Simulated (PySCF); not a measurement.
## NMR parameters of SiEt(OAc)3

SiEt(OAc)3, C8H14O6Si, point group C1.

Geometry (Å), atoms numbered from 1 in this order:
```xyz
29

Si    0.053    0.029    0.365
C    -0.036   -0.180    2.192
C     0.852   -1.296    2.736
H    -1.099   -0.362    2.423
H     0.228    0.793    2.637
H     0.741   -1.396    3.827
H     0.599   -2.268    2.286
H     1.917   -1.104    2.532
O     1.619    0.223   -0.248
C     2.392    1.250    0.149
C     3.700    1.287   -0.576
O     2.037    2.030    0.994
H     4.308    2.122   -0.211
H     3.514    1.394   -1.655
H     4.229    0.334   -0.434
O    -0.793    1.355   -0.241
C    -2.136    1.325   -0.292
C    -2.700    2.450   -1.095
O    -2.770    0.454    0.247
H    -3.790    2.481   -0.990
H    -2.429    2.279   -2.149
H    -2.246    3.403   -0.789
O    -0.441   -1.418   -0.336
C    -0.924   -1.581   -1.584
C    -1.402   -2.981   -1.814
O    -0.967   -0.689   -2.387
H    -1.705   -3.107   -2.859
H    -2.257   -3.175   -1.148
H    -0.613   -3.698   -1.549
```

GIAO calculations in PySCF on the PBE0-D3(BJ)/def2-SVP structure: isolated species, non-relativistic, equivalent atoms averaged; basis pcSseg-1.

Q: Give the isotropic shieldings (ppm) with KT2, PBE0.

A: 
| atoms | environment | KT2 | PBE0 |
| --- | --- | --- | --- |
| Si1 | silicon bonded to C, 3 O | 390.6 | 382.8 |
| O12/O19/O26 | oxygen bonded to C | -111.8 | -135.4 |
| O9/O16/O23 | oxygen bonded to C, Si | 97.4 | 106.0 |
| C10/C17/C24 | carbon bonded to C, 2 O | 18.9 | 8.6 |
| C11/C18/C25 | carbon bonded to C, 3 H | 161.8 | 161.5 |
| C2 | carbon bonded to C, Si, 2 H | 172.4 | 176.7 |
| C3 | carbon bonded to C, 3 H | 175.9 | 178.0 |
| H13/H14/H15/H20/H21/H22/H27/H28/H29 | hydrogen on a carbon bonded to C | 29.18 | 29.22 |
| H4/H5 | hydrogen on a carbon bonded to C, Si | 29.86 | 30.05 |
| H6/H7/H8 | hydrogen on a carbon bonded to C | 30.16 | 30.27 |
| HOMO–LUMO gap (eV) | – | 5.36 | 7.96 |

Q: And the chemical shifts, against references computed in the same way?

A: 
```
                              atoms  nucleus, reference    KT2   PBE0
                                Si1           ²⁹Si, TMS  -29.5  -30.8
                        O12/O19/O26            ¹⁷O, H2O  442.4  470.0
                         O9/O16/O23            ¹⁷O, H2O  233.2  228.6
                        C10/C17/C24            ¹³C, TMS  164.4  175.9
                        C11/C18/C25            ¹³C, TMS   21.4   22.9
                                 C2            ¹³C, TMS   10.8    7.7
                                 C3            ¹³C, TMS    7.3    6.4
H13/H14/H15/H20/H21/H22/H27/H28/H29             ¹H, TMS   2.00   2.05
                              H4/H5             ¹H, TMS   1.32   1.21
                           H6/H7/H8             ¹H, TMS   1.02   1.00
```

Q: Which part of the shielding of Si1 depends on the functional?

A: Diamagnetic: KT2 895, PBE0 891 ppm; paramagnetic: KT2 -504, PBE0 -509 ppm.

The averaged O atoms aren't alike in the static structure (σ from 87 to 108 ppm); the average presumes fast exchange among these sites. Unscaled 17O shifts of doubly bonded oxygen tend to come out too high, by tens of ppm or more. Experimental scales use liquid or dissolved standards, which lie at an offset from isolated H2O (liquid H2O: subtract about 36 ppm).
